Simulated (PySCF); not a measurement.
SMILES COCCO[SiH3] (C3H10O2Si) at its GFN2-xTB optimised geometry (Å):

```
16

C      1.6479     1.4236    -0.7516
O      1.0185     0.9313     0.4064
C      1.4721    -0.3250     0.8386
C      0.8978    -1.4695     0.0000
O     -0.4873    -1.4695     0.0000
Si    -1.5182    -0.2104     0.0000
H      1.2531     2.4255    -0.9076
H      2.7344     1.4756    -0.6125
H      1.4319     0.8135    -1.6345
H      2.5697    -0.3741     0.8323
H      1.1079    -0.4250     1.8638
H      1.2608    -1.3920    -1.0342
H      1.2401    -2.4255     0.4124
H     -1.5147     0.5611     1.2402
H     -2.7344    -1.0055    -0.1343
H     -1.3294     0.6742    -1.1522
```

Calculation: PBE0/def2-TZVP (PySCF). Cells within 0.4 Å of a nucleus heavier than hydrogen are left out (blank, or x).

Map of the electron localisation function on the plane z = 0.0 Å:

```
|0000000000000000000000000|
|0000000000000000000000000|
|0000000000000000000000000|
|0000000000000000000000000|
|0000000000000035300000000|
|0000000000000036410000000|
|0000000000000014311451000|
|0000000000000001236997000|
|0000000000001334348998100|
|0000000122104778737996000|
|0000000234204887611320000|
|0000111000201776300000000|
|00278860xx010123223210000|
|00799990xx151035447861000|
|0099999801885368523661000|
|00899999167x86x2410010000|
|0069999406xx75x1410000000|
|0018997006885389830000000|
|0000440005761299971000000|
|0000000002310199982000000|
|0000000000000079960000000|
|0000000000000025410000000|
|0000000000000000000000000|
|0000000000000000000000000|
|0000000000000000000000000|
```
Scale: ten equal steps from 0.000 (start of '0') to 1.000 (end of '9'), in the order '0123456789'; x runs from -5.00 to 5.00, y from -5.00 (bottom) to 5.00 (top).
